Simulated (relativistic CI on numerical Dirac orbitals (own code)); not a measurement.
## L2,3 absorption of cobalt in several valence states

Computed multiplet spectra 2p⁶3dⁿ → 2p⁵3dⁿ⁺¹ (Dirac-Coulomb-Breit ions, Slater integrals scaled by 0.9, an assumed crystal field that grows with the charge, no charge transfer; 300 K; Lorentzian 0.4 eV and Gaussian 0.3 eV FWHM at both edges, so that L2 comes out sharper than in experiment). Peaks over 5 % are given in eV from the highest peak in the L3 region of each spectrum (height, largest 100). S of the lowest state is read from ⟨S²⟩, and the branching ratio is the share of L3, cut at the minimum between the edges.

Field parameters in Wybourne normalisation: Td as Oh with Dq negative (B⁴₀ = 21Dq, B⁴₄ = √(5/14) B⁴₀). The field is a parameter set, without covalency.

- Co2+ (d7, Td, 10Dq = -5550 cm⁻¹): S = 1.50, high spin, branching ratio 0.76; peaks 0.0 (100), 0.6 (96), 1.2 (89), 1.5 (88), 2.3 (51), 3.3 (26), 4.7 (16), 14.6 (15), 15.9 (58), 18.0 (13), 19.0 (9)
- Co4+ (d5, Td, 10Dq = -8800 cm⁻¹): S = 2.50, high spin, branching ratio 0.78; peaks -2.6 (8), 0.0 (100), 1.8 (42), 4.6 (7), 5.4 (14), 13.9 (11), 15.1 (17), 16.9 (18), 17.6 (22)
- Co5+ (d4, Td, 10Dq = -10400 cm⁻¹): S = 2.00, high spin, branching ratio 0.69; peaks -4.8 (7), -4.0 (9), -3.3 (10), -2.4 (15), 0.0 (100), 1.0 (79), 1.7 (64), 2.9 (48), 3.7 (46), 4.3 (45), 7.1 (7), 9.4 (28), 11.1 (16), 11.7 (14), 13.0 (20), 15.7 (33), 16.6 (28), 17.4 (22), 17.8 (22), 19.0 (11), 19.9 (10)

**Question.** What spin state follows for Co3+ in Td, 10Dq = -7200 cm⁻¹, and does its branching ratio lie nearer 2/3 or nearer 0.8?

**Answer.** Co3+ (d6, Td, 10Dq = -7200 cm⁻¹): S = 2.00, high spin, branching ratio 0.76; peaks -3.4 (9), -0.8 (99), 0.0 (100), 1.0 (63), 3.0 (35), 4.9 (15), 12.7 (13), 13.8 (26), 14.5 (26), 14.9 (26), 15.5 (29), 17.2 (11), 18.4 (10), 19.1 (7). High-spin states, above all those with an unquenched orbital moment, raise the ratio above the statistical 2/3; low spin and nearly empty shells keep it near or below 2/3.

The centroid of the whole edge, which also moves with the branching ratio, lies at 785.1 (Co2+), 787.8 (Co3+), 791.5 (Co4+), 796.1 (Co5+) eV in this ionic model, in steps of 2.7 to 4.6 eV. Compounds show about 1 to 2 eV a unit and lower energies for the high valences, since ligands screen the charge. The multiplet shape follows the d count and the spin state, and so serves as a fingerprint of valence.
